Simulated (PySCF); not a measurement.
# Do core-level shifts follow atomic charges?

Species: C6H11B.
Numbering: `[CH3:1][B:2]([CH3:3])[C@H:4]1[C@@H:5]2[CH2:6][C@H:7]12`

Cartesian coordinates in Å at the PBE0-D3(BJ)/def2-SVP level; atoms count from 1:
```
atom  x, y, z in Å
C1    -1.5654    0.8838   -0.5101
B2    -0.8325   -0.3531    0.1287
C3    -1.6674   -1.5297    0.7518
C4     0.7305   -0.4396    0.1527
C5     1.5065    0.1118   -1.0209
C6     2.8104    0.3516   -0.3338
C7     1.5222    0.8447    0.2390
H8    -2.4706    0.5871   -1.0644
H9    -0.9467    1.5345   -1.1452
H10   -1.9318    1.5011    0.3331
H11   -2.7172   -1.2856    0.9733
H12   -1.6794   -2.3342   -0.0101
H13   -1.1949   -1.9733    1.6426
H14    1.1856   -1.3108    0.6534
H15    1.1584    0.4005   -2.0114
H16    3.3249   -0.4918    0.1510
H17    3.4802    1.0979   -0.7772
H18    1.1899    1.8523    0.4831
```

Binding energies: PySCF, delta-SCF UKS SCAN, pcX-2 on the ionised atom, pcseg-1 elsewhere, spin-free X2C. Charges: PBE0/pcSseg-1 ground-state density, for the ionised atom.

```json
{"atom": "C1", "environment": "sp3 carbon bound to boron", "C 1s (eV)": "289.91", "Mulliken (e)": "-0.523", "IAO (e)": "-0.565", "Hirshfeld (e)": "-0.193", "ESP (e)": "-0.747"}
{"atom": "C4", "environment": "sp3 carbon bound to boron", "C 1s (eV)": "290.13", "Mulliken (e)": "-0.343", "IAO (e)": "-0.252", "Hirshfeld (e)": "-0.105", "ESP (e)": "-0.659"}
{"atom": "C5", "environment": "sp3 carbon at a ring junction", "C 1s (eV)": "290.60", "Mulliken (e)": "-0.153", "IAO (e)": "-0.138", "Hirshfeld (e)": "-0.055", "ESP (e)": "-0.007"}
{"atom": "C6", "environment": "three-membered-ring carbon", "C 1s (eV)": "290.82", "Mulliken (e)": "-0.142", "IAO (e)": "-0.262", "Hirshfeld (e)": "-0.076", "ESP (e)": "-0.449"}
```

Task: Give the correlation coefficient and slope of binding energy on charge for each scheme.

Result: Mulliken: r = 0.96, slope 2.2 eV per e; Hirshfeld: r = 0.85, slope 5.9 eV per e; IAO: r = 0.72, slope 1.7 eV per e; ESP: r = 0.69, slope 0.9 eV per e. Mulliken charges have the highest r, on only 4 points.

Task: The point-charge model writes a binding energy as kq + V + constant, with V the potential of the other atoms' charges at the site. What does it give with the Hirshfeld charges?

Result: V = Σ 14.40 eV Å × q/r over all other atoms: +2.56 eV at C1, +0.88 eV at C4, 0.00 eV at C5, +0.55 eV at C6. Fitting binding energy − V to q gives k = 24.1 eV per e and leaves an rms residual of 0.11 eV, against 0.19 eV for the fit on q alone. The model has no term for differences in relaxation between sites.

One conformer (not necessarily the lowest) at the PBE0-D3(BJ)/def2-SVP geometry, without solvent, vibrations or thermal averaging.
